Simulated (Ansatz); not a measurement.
The cluster ZrAu6⁺. The state is a doublet with charge 1. Geometry r2SCAN-D4/def2-SVP; atoms count from 1.

Cartesian coordinates in Å:
```
Zr 0.411 0.159 -0.013
Au 1.800 -1.738 -1.297
Au -1.911 1.590 -0.281
Au -0.322 -2.474 0.186
Au 1.743 0.905 1.946
Au 0.262 2.194 -1.749
Au -1.984 -0.637 1.207
```

In the def2 sets Au, Zr take a core potential; there is no spin–orbit coupling. The structure comes from a short search, and lower isomers may exist.

(1) Estimate the Mulliken populations from the PBE0/def2-TZVP orbitals of Ansatz.

(2) Where does the spin sit?

(3) And the Mayer bond orders between heavy atoms (over 0.3)?

Results:

(1) 
```
atom  charge (e)  spin (α − β)  d electrons
 Zr1       -0.92          0.41         2.42
 Au2        0.32          0.14         9.67
 Au3        0.37          0.14         9.71
 Au4        0.37          0.14         9.71
 Au5        0.24         -0.02         9.55
 Au6        0.32          0.14         9.67
 Au7        0.31          0.04         9.69
```
Mulliken values depend strongly on the basis.

(2) Summed by element: Zr 0.41, Au 0.59, of 1 unpaired in all. Largest on single atoms: Zr1 0.41, Au2 0.14, Au6 0.14.

(3) Zr1–Au2 1.01 (2.68 Å); Zr1–Au3 0.81 (2.74 Å); Zr1–Au4 0.81 (2.74 Å); Zr1–Au5 1.53 (2.48 Å); Zr1–Au6 1.01 (2.68 Å); Zr1–Au7 0.85 (2.80 Å); Au2–Au4 0.35 (2.69 Å); Au3–Au6 0.35 (2.69 Å); Au3–Au7 0.30 (2.68 Å); Au4–Au7 0.30 (2.68 Å).
